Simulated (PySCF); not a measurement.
Isomers of C6H9NO, one GFN2-xTB conformer each. Single-point energies are computed at PBE0/pcSseg-1 (PySCF, gas phase, no added dispersion term), electronic only.

```csv
SMILES,GFN2-xTB relative energy (kJ/mol)
N[C@@H]1CC=CC(=O)C1,1.8
C#CCCCNC=O,92.8
C#CC[C@@H](C)C(N)=O,74.8
C[C@@H]1CC[C@@H](C#N)O1,0.0
C=C(C)[C@@H](C#N)OC,123.9
```

Conformers: `[NH2:1][C@@H:2]1[CH2:3][CH:4]=[CH:5][C:6](=[O:7])[CH2:8]1` with H–N1–C2–C3 62° and -59°, N1–C2–C3–C4 -73°, C2–C3–C4–C5 -22°, C4–C5–C6–O7 176°, C5–C6–C8–C2 35°; `[CH:1]#[C:2][CH2:3][CH2:4][CH2:5][NH:6][CH:7]=[O:8]` with C2–C3–C4–C5 65°, C3–C4–C5–N6 -176°, C4–C5–N6–C7 -107°, C5–N6–C7–O8 -3°; `[CH:1]#[C:2][CH2:3][C@@H:4]([CH3:5])[C:6]([NH2:7])=[O:8]` with C2–C3–C4–C5 171°, C3–C4–C6–N7 84°, C4–C6–N7–H -14° and -173°; `[CH3:1][C@@H:2]1[CH2:3][CH2:4][C@@H:5]([C:6]#[N:7])[O:8]1` with C1–C2–C3–C4 -152°, C2–C3–C4–C5 15°, C3–C4–C5–C6 -113°, C4–C5–O8–C2 -29°; `[CH2:1]=[C:2]([CH3:3])[C@@H:4]([C:5]#[N:6])[O:7][CH3:8]` with C1–C2–C4–C5 116°, C2–C4–O7–C8 71°.

Q: What does PBE0/pcSseg-1 give for the same structures?

A: 
```
                 SMILES  PBE0/pcSseg-1 E (Eh)  PBE0/pcSseg-1 (kJ/mol)  GFN2-xTB (kJ/mol)  point group
    N[C@@H]1CC=CC(=O)C1            -363.55101                     0.0                1.8           C1
C[C@@H]1CC[C@@H](C#N)O1            -363.53983                    29.3                0.0           C1
    C#CC[C@@H](C)C(N)=O            -363.51845                    85.5               74.8           C1
             C#CCCCNC=O            -363.50488                   121.1               92.8           C1
    C=C(C)[C@@H](C#N)OC            -363.49920                   136.0              123.9           C1
```

GFN2-xTB puts C[C@@H]1CC[C@@H](C#N)O1 lowest instead; measured from each level's own lowest isomer, the values differ by up to 29.3 kJ/mol (C[C@@H]1CC[C@@H](C#N)O1: 0.0 against 29.3). As drawn, the lowest has a C=O bond and an N–H bond, which the highest lacks; the highest has a C≡N group, which the lowest lacks.

Q: Which frontier levels, dipoles and rotational constants go with these structures?

A: 
| SMILES | HOMO (eV, PBE0/pcSseg-1) | LUMO (eV) | dipole (D) | A, B, C (MHz) |
| --- | --- | --- | --- | --- |
| N[C@@H]1CC=CC(=O)C1 | -7.01 | -1.57 | 4.59 | 3115, 2008, 1520 |
| C[C@@H]1CC[C@@H](C#N)O1 | -8.19 | 0.34 | 4.23 | 3902, 1520, 1291 |
| C#CC[C@@H](C)C(N)=O | -7.29 | 0.66 | 3.16 | 2926, 1669, 1200 |
| C#CCCCNC=O | -7.40 | 0.80 | 3.53 | 5702, 837.5, 796.3 |
| C=C(C)[C@@H](C#N)OC | -8.05 | -0.56 | 4.70 | 2222, 1926, 1342 |
